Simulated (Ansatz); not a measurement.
Relaxation of AlFH₅NO₂ (10 atoms, charge 0, multiplicity 1), to a largest force component of 0.03 eV/Å in at most 50 steps.

Computed with RKS r2SCANh/def2-SVP (Ansatz 0.2.0).

```xyz
10
Properties=species:S:1:pos:R:3:forces:R:3
Al 0.055 -0.260 0.015 -0.01 0.28 0.80
O 0.072 -0.118 1.765 -0.05 0.24 -0.72
H -0.621 -0.484 2.320 0.07 0.05 -0.06
N 1.614 -0.214 -0.792 -0.01 0.01 0.02
H 1.741 -0.213 -1.795 0.01 0.00 0.00
H 2.499 -0.066 -0.324 -0.01 -0.02 -0.01
O -1.337 -0.614 -0.880 -0.10 -0.02 0.02
H -2.259 -0.600 -0.622 0.09 0.02 -0.02
F -0.224 2.516 0.744 0.01 -0.17 -0.14
H 0.012 2.064 1.519 -0.01 -0.39 0.13
```

Q: Where does it end, and by what steps?

A: It converged. After 27 steps the energy has fallen by 1.435 eV; H10 moved furthest, 1.40 Å. Parted: F9–H10 (0.93 → 2.40 Å). Joined: Al1–F9 (2.88 → 1.69 Å), O2–H10 (2.20 → 0.97 Å).

| step | energy less start (eV) | largest force component (eV/Å) | accepted |
| --- | --- | --- | --- |
| 0 | 0.0000 | 0.804 | yes |
| 1 | -0.1667 | 0.528 | yes |
| 2 | -0.2987 | 0.464 | yes |
| 3 | -0.3871 | 1.855 | yes |
| 4 | -0.4657 | 1.137 | yes |
| 5 | -0.5630 | 1.281 | yes |
| 6 | -0.7808 | 1.932 | yes |
| 7 | -0.6540 | 3.922 | no |
| 8 | -0.9968 | 1.003 | yes |
| 9 | -1.1454 | 0.629 | yes |
| 10 | -1.2317 | 0.604 | yes |
| 11 | -1.2440 | 1.023 | yes |
| 12 | -1.2805 | 0.757 | yes |
| 13 | -1.2875 | 0.813 | yes |
| 14 | -1.3553 | 0.331 | yes |
| 15 | -1.3770 | 0.374 | yes |
| 16 | -1.3919 | 0.342 | yes |
| 17 | -1.4061 | 0.379 | yes |
| 18 | -1.4163 | 0.252 | yes |
| 19 | -1.4216 | 0.262 | yes |
| 20 | -1.4295 | 0.232 | yes |
| 21 | -1.4241 | 0.244 | no |
| 22 | -1.4339 | 0.153 | yes |
| 23 | -1.4345 | 0.098 | yes |
| 24 | -1.4350 | 0.039 | yes |
| 25 | -1.4348 | 0.091 | no |
| 26 | -1.4351 | 0.040 | yes |
| 27 | -1.4351 | 0.003 | yes |

```xyz
10
Properties=species:S:1:pos:R:3
Al 0.110 0.507 -0.041
O -0.011 0.081 1.895
H -0.890 -0.340 1.851
N 1.572 -0.026 -0.888
H 1.746 -0.955 -1.248
H 2.376 0.563 -1.061
O -1.379 -0.363 -0.175
H -1.856 -0.556 -0.981
F 0.024 2.162 0.267
H -0.140 0.938 2.329
```

Whether the end is a true minimum wasn't checked by a vibrational analysis.

The run took 47 s on 4 threads of Arm Neoverse V2, with other jobs on the host, peak memory 0.23 GiB.
